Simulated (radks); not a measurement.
Numerical settings for the indium ion In+, [Kr] 4d10 5s2. Calculated with a radial shooting solver on a logarithmic mesh with Libxc functionals: scalar-relativistic Kohn-Sham, PBE, spin-polarised, spherical densities, finite nucleus; Fermi nuclear charge, rms radius 4.6156 fm. The defaults (mesh step 0.008 in ln r, mesh end at 40 bohr or more with all orbitals vanishing there, Anderson mixing 0.5 over 9 steps, residual threshold near 1e-9 with the energy settled to 1e-9 hartree or 1e-11 of itself, here a cap of 72 iterations) give E = -5881.2970 hartree and 5s at -14.925 eV in 14 iterations. Run on one thread of a shared host, so times are rough (Arm Neoverse V1): 0.21 s of CPU time, 0.21 s wall, 14 iterations on 2314 mesh points. Changes against that run (0 stands for a change within the tolerance of the run):

setting                    iterations         converged  E (mhartree)  e(5s) (meV)  CPU (s)
mesh step in ln r 0.005            17               yes             0            0     0.36
mesh step in ln r 0.12              2                no      diverged            -     0.01
mesh step in ln r 0.012            15               yes             0            0     0.15
mesh end (bohr) 3                  14  level above zero     +1.08e+03    +1.59e+04     0.16
mesh end (bohr) 12                 14               yes             0       +0.012      0.2
residual threshold 0.1              8               yes       -0.0133       +0.623     0.14
residual threshold 1e-05           11               yes             0      +0.0368     0.17
mixing 0.05                        21               yes             0            0     0.28
linear mixing, mixing 1            20                no      diverged            -     0.59
linear mixing, mixing 0.8          29                no      diverged            -     0.48
mixing history 20                  20               yes             0            0     0.27
iteration cap 2                     2                no          +474    -1.02e+04     0.04

Settled on a wrong energy, with an occupied level pushed above zero by the early mesh end: mesh end (bohr) 3 (+1.08 hartree). Apart from these: no run marked as converged misses the energy by more than 1 mhartree. A mesh that ends early acts as a hard wall.
